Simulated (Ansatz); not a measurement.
`Cl[SiH]1CO1` → `ClC1O[SiH2]1`  (isomerisation)

Program: Ansatz. Geometries: PBE0-D4/def2-TZVP. ΔE: electronic, gas phase. CCSD(T)/CBS adds triple-zeta CCSD(T) − MP2 to the extrapolated MP2 energy (def2 sets, frozen cores). Functionals use def2-TZVPP.

| level | ΔE (kJ/mol) |
| --- | --- |
| CAM-B3LYP-D4 | 154.5 |
| BLYP | 146.9 |
| LC-ωPBE | 156.9 |
| HF/def2-TZVPP | 164.9 |

Task: What does CCSD(T)/CBS give? (Estimate.)

Result: The calculation gave: +157.0 kJ/mol. The listed levels differ from it by -2.5, -10.1, -0.1, 7.9 kJ/mol.

Largest T1 diagnostic among the species: 0.014.

In def2-TZVPP, CCSD(T) changes the Hartree–Fock value by −9.1 kJ/mol (the triples alone add −2.5 kJ/mol) and MP2 by −5.0 kJ/mol. From PBE to PBE0 (25 % exact exchange), in def2-TZVPP and without D4, ΔE moves by +7.2 kJ/mol. Leaving LDA and LC-ωPBE aside and taking each functional with its dispersion term where it has one, the values, not all of them listed here, spread over 16.8 kJ/mol, from revPBE-D4 to B97M-V. LDA lies −4.0 kJ/mol from PBE without D4.
